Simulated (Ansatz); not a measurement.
The cluster Cd9O8⁺. The state is a doublet with charge 1. Geometry PBE-D4/def2-SVP.

```xyz
17

Cd    1.970   -3.353   -1.429
Cd    1.153   -0.616   -2.056
Cd    3.029   -0.274    1.456
Cd   -0.070    2.515   -1.363
Cd   -1.980   -2.844    0.902
Cd   -2.581    1.503    0.184
Cd   -1.459   -0.004   -2.723
Cd    0.755   -2.416    1.309
Cd   -0.358    1.203    1.736
O    -1.540   -0.864   -0.409
O     1.980    1.524   -1.523
O    -0.547   -0.930    2.856
O    -2.001    1.971   -1.920
O    -1.811   -1.233    2.769
O     2.395    1.926   -0.230
O     1.267    2.463    0.443
O    -0.203   -0.572    0.000
```

In the def2 sets Cd takes a core potential; there is no spin–orbit coupling. Single mean-field runs in def2-TZVP are fitted with def2-universal-jkfit. The structure holds 4 bonds between oxygen atoms, so isomers without such links may lie far lower. The structure comes from a short search, and lower isomers may exist.

Q: Estimate the α-spin orbital energies around the gap (eV) in Ansatz with PBE-D4/def2-SVP, PBE-D4/def2-TZVP, r2SCAN-D4/def2-TZVP, PBE0-D4/def2-SVP, PBE0-D4/def2-TZVP.

A: 
| orbital | PBE-D4/def2-SVP | PBE-D4/def2-TZVP | r2SCAN-D4/def2-TZVP | PBE0-D4/def2-SVP | PBE0-D4/def2-TZVP |
| --- | --- | --- | --- | --- | --- |
| HOMO−9 | -9.83 | -9.87 | -10.05 | -11.02 | -11.04 |
| HOMO−8 | -9.79 | -9.82 | -10.02 | -10.95 | -10.95 |
| HOMO−7 | -9.27 | -9.29 | -9.63 | -10.58 | -10.57 |
| HOMO−6 | -9.17 | -9.20 | -9.34 | -10.03 | -10.03 |
| HOMO−5 | -8.95 | -8.97 | -9.07 | -9.76 | -9.75 |
| HOMO−4 | -8.65 | -8.68 | -8.88 | -9.71 | -9.70 |
| HOMO−3 | -8.59 | -8.60 | -8.82 | -9.54 | -9.54 |
| HOMO−2 | -8.50 | -8.52 | -8.72 | -9.44 | -9.45 |
| HOMO−1 | -8.32 | -8.35 | -8.42 | -8.99 | -9.00 |
| HOMO | -8.18 | -8.20 | -8.30 | -8.82 | -8.83 |
| LUMO | -7.09 | -7.11 | -7.09 | -6.59 | -6.59 |
| LUMO+1 | -6.86 | -6.90 | -6.80 | -6.19 | -6.21 |
| LUMO+2 | -6.32 | -6.35 | -6.23 | -5.58 | -5.60 |
| LUMO+3 | -5.87 | -5.92 | -5.68 | -4.86 | -4.90 |
| LUMO+4 | -5.45 | -5.50 | -5.34 | -4.74 | -4.78 |
| LUMO+5 | -5.26 | -5.32 | -5.14 | -4.56 | -4.60 |
| β HOMO | -8.07 | -8.09 | -8.18 | -8.81 | -8.81 |
| β LUMO | -7.41 | -7.43 | -7.22 | -6.60 | -6.60 |
